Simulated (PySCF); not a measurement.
ClK, charge +1, multiplicity 2. Atoms are numbered in the order given.

```xyz
2

K      0.0000     0.0000    -1.5675
Cl     0.0000     0.0000     1.7519
```
Charge +1, spin multiplicity 2.

Geometry optimised at B3LYP-D3(BJ)/def2-TZVPD. The multiplicity is an assumed one; other spin states were not compared.

The numbers are results of PBE/def2-TZVPD (PySCF), not measurements.

| Property | Result |
|---|---|
| total energy | -1059.49468 hartree |
| point group | C∞v |
| α spin, highest occupied and lowest empty level | -12.87 and -5.86 eV |
| β spin, highest occupied and lowest empty level | -12.46 and -12.07 eV |
| dipole moment about the centre of nuclear charge | 6.41 D |
| ⟨S²⟩ | 0.753 (pure state 0.75) |
